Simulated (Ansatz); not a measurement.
Born–Oppenheimer molecular dynamics of CH$_{8}$GeN (11 atoms, charge 0, multiplicity 2). It starts at the highest image of a converged band. Of that band: A vibrational analysis at the climbing image gives one clearly imaginary mode, 1888i cm⁻¹, and a faint second one (37i cm⁻¹) that may be numerical noise or a soft torsion: probably a first-order saddle point.

All numbers below come from UHF/def2-SVP (Ansatz).

```
ensemble                      : NVE (velocity Verlet)
time step                     : 0.5 fs
steps asked                   : 200
starting velocities drawn for : 300 K
seed                          : 7605
```

First frame:

```xyz
11
Properties=species:S:1:pos:R:3
H 0.065 -0.438 -0.019
C 0.111 0.170 -1.366
N -0.101 1.558 -1.331
Ge -0.009 -1.038 1.644
H -0.672 -0.381 -1.881
H 1.108 -0.113 -1.698
H -1.007 1.820 -0.991
H 0.604 2.063 -0.828
H -0.483 0.084 2.589
H 1.377 -1.512 2.117
H -0.993 -2.215 1.764
```

(1) How far do the bonds stretch over the last three quarters of this one trajectory? (Pairs bonded in most of those frames.)

Answers

(1) 
```
   bond  mean (Å)  spread (Å)  shortest  longest
 H1–Ge4     1.561       0.105      1.40     1.70
  C2–N3     1.400       0.029      1.36     1.45
  C2–H5     1.084       0.020      1.05     1.12
  C2–H6     1.085       0.025      1.04     1.12
  N3–H7     1.002       0.004      0.99     1.01
  N3–H8     1.002       0.002      1.00     1.01
 Ge4–H9     1.535       0.006      1.52     1.55
Ge4–H10     1.539       0.010      1.52     1.56
Ge4–H11     1.537       0.029      1.49     1.58
```

Mean temperature of the second half: 834 K. The conserved energy stayed within 0.21 meV per atom of its start (net change 0.18 meV per atom), so the integration is sound. The system heated up, since it started high on the potential surface and ran downhill. A run of 0.1 ps of so small a system gives no equilibrium averages.

Time of the run: 5 min on 2 threads of Arm Neoverse V1, on a shared host, peak memory 0.26 GiB.
